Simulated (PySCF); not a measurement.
A structure optimised at PBE-D3(BJ)/def2-TZVP, used in a PySCF frequency run:

```
Te
Cl 1 2.3355
```
Charge 0, spin multiplicity 2.

Write its SMILES, formula and point group.

Cl[Te], ClTe, C∞v

What are its rotational constants (standard atomic weights)?

3.3396 GHz (linear rotor, B only)
